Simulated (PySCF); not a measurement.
# Potential energy of BeI along the bond

Set-up: PySCF, scalar-relativistic core potentials, basis sets Be cc-pVTZ, I cc-pVTZ-PP with ECP28. Energies in eV from Be + I in their ground configurations at the same level. All curves are PBE0. state 1: ²Σ⁺ (doublet), unpaired electrons σ ↑; state 2: quartet, unpaired electrons σ ↑, π ↑↑, a mixture of terms (⟨Lz²⟩ = 2.0), a second solution, started from another occupation.

| R (Å) | state 1 | state 2 |
| --- | --- | --- |
| 1.880 | -2.083 | 3.6789 |
| 1.967 | -2.536 | 3.0048 |
| 2.055 | -2.787 | 2.5401 |
| 2.120 | -2.878 | 2.2937 |
| 2.186 | -2.903 | 2.1143 |
| 2.252 | -2.880 | 1.9870 |
| 2.339 | -2.790 | 1.8786 |
| 2.448 | -2.614 | 1.8127 |
| 2.579 | -2.347 | 1.7988 |
| 2.754 | -1.952 | 1.8397 |

Question: Put a parabola through the three lowest points of the state 1 curve and estimate Re, k and ωe (reduced mass 8.415 u; 1 eV/Å² = 0.16022 mdyn/Å; ωe = 1302.8·√(k/μ) cm⁻¹).

Answer: Through R = 2.12, 2.186, 2.252 Å the second-order coefficient is 5.51 eV/Å², so Re ≈ 2.187 Å, k ≈ 1.77 mdyn/Å and ωe ≈ 597 cm⁻¹. A polynomial fit of higher order to the unrounded PBE0 energies gives Re = 2.185 Å, k = 1.85 mdyn/Å, ωe = 611 cm⁻¹; anharmonicity and rounding make the difference.

The higher-order fit for each curve: state 1: Re = 2.185 Å, ωe = 611 cm⁻¹, De = 2.90 eV; state 2: Re = 2.547 Å, ωe = 295 cm⁻¹, minimum 1.80 eV above the ground-state fragments.

These are scalar-relativistic numbers at best; spin–orbit coupling would shift them, the dissociation energy most. Counting both spins, an empty level lies below a filled one in some of these solutions, because spin and occupation are held. The state was picked by a PBE0 search and need not be the measured ground state.
